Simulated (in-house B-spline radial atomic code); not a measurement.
Computed with a B-spline radial atomic code. Model: two electrons, singlet ground state, non-relativistic, full CI in B-splines with partial waves to l = 8 (at full coupling up to 3e-4 hartree above the limit, correlation up to 0.6 % small), density held at that of full coupling by Lieb maximisation.

Along the adiabatic connection the electron repulsion is scaled by a coupling λ while a local potential keeps the density fixed. At λ = 0 the system is the Kohn-Sham one and W equals the exchange energy; the exchange-correlation energy is the area under W between 0 and 1. The kinetic energy rises with λ as the electrons avoid each other, with dT/dλ = −λ dW/dλ.

Command:
```bash
python run_ac.py task.json out
```
Settings (lengths in bohr, energies in hartree):
```
potential              dot
strength               0.345
lmax                   8
second                 2
```

Run time, properties included: 15 s on 1 thread of Intel(R) Xeon(R) Processor @ 2.30GHz (shared host).

**W = mean repulsion less Hartree energy, and W of three functionals.**

Given: confinement charge in harmonic well; well frequency 0.345 hartree; nuclear charge 2; external potential omega^2 r^2/2 - Z/r.

Computed: LDA exchange minus exact 152.09 millihartree; SCAN exchange minus exact -2.2465 millihartree.

```csv
coupling,W xc (hartree),W xc minus exchange (millihartree),kinetic minus Kohn-Sham (millihartree),LDA (PW92) W minus its exchange (millihartree),PBE W minus its exchange (millihartree),SCAN W minus its exchange (millihartree)
0,-1.0827,0,0,0,0,0
0.02,-1.0846,-1.881,0.02,-12.01,-1.85,-1.83
0.05,?,?,?,?,?,?
0.12,-1.0938,-11.055,0.66,-47.08,-11.18,-10.55
0.25,-1.1052,-22.426,2.75,-78.54,-23.11,-21.15
0.4,-1.1176,-34.823,6.77,-106.95,-36.32,-32.55
0.6,-1.133,-50.253,14.47,-137.71,-52.9,-46.63
0.8,-1.1473,-64.548,24.46,-163.35,-68.33,-59.6
1,-1.1606,-77.826,36.39,-185.5,-82.71,-71.64
1.4,-1.1844,-101.72,64.95,-222.56,-108.66,-93.34
2,-1.2148,-132.07,116.26,-266.3,-141.87,-121.16
3,?,?,?,?,?,?
4.5,-1.2973,-214.61,373.15,-377.61,-235.41,-199.82
7,-1.3435,-260.78,633.91,-440.49,-292.03,-246.55
10,-1.3779,-295.19,922.45,-489.85,-337.67,-282.52
```

What belongs in the row 0.05?

W xc (hartree): -1.0874; W xc minus exchange (millihartree): -4.674; kinetic minus Kohn-Sham (millihartree): 0.12; LDA (PW92) W minus its exchange (millihartree): -24.59; PBE W minus its exchange (millihartree): -4.64; SCAN W minus its exchange (millihartree): -4.51.

What belongs in the row 3?

W xc (hartree): -1.2545; W xc minus exchange (millihartree): -171.81; kinetic minus Kohn-Sham (millihartree): 214.63; LDA (PW92) W minus its exchange (millihartree): -320.49; PBE W minus its exchange (millihartree): -186.08; SCAN W minus its exchange (millihartree): -158.35.

What is the PBE exchange minus exact?

18.222 millihartree.

**Energy parts, natural occupations and partial-wave weights.**

Computed: total energy -2.7740 hartree; exchange energy -1.0827 hartree; correlation energy -0.041434 hartree; kinetic part of the DFT correlation energy 0.036393 hartree; initial slope twice GL2 -0.09447 hartree; kinetic part over minus potential part 0.46761; Lieb Oxford ratio E_xc over LDA exchange 1.208.

```csv
natural,occupation of the shell (electrons)
s,1.9863
p,?
s,0.0054749
d,0.00031759
p,0.00021975
s,8.7024e-05
```

What belongs in the row p?

occupation of the shell (electrons): 0.0074654.

```json
{"wave": "s", "weight": "0.99594"}
{"wave": "p", "weight": "?"}
{"wave": "d", "weight": "0.00017625"}
{"wave": "f", "weight": "2.4109e-05"}
{"wave": "g", "weight": "5.5185e-06"}
```

What belongs in the row p?

weight: 0.0038525.

What is the Kohn-Sham kinetic?

3.0989 hartree.

What is the Hartree energy?

2.1655 hartree.

Half-way to full coupling W has made 55 % of its drop, against 50 % for a straight line, and second-order (GL2) theory, half the initial slope, overshoots the correlation energy by about 14 %: a moderate bend, as in light atoms. Over couplings 0 to 1 the errors in E_xc come to about +79 millihartree for LDA, +16 millihartree for PBE, +0.7 millihartree for SCAN, so SCAN is nearest. In LDA and PBE and SCAN the errors of exchange and correlation have opposite signs, so the sum is smaller than the larger of the two.
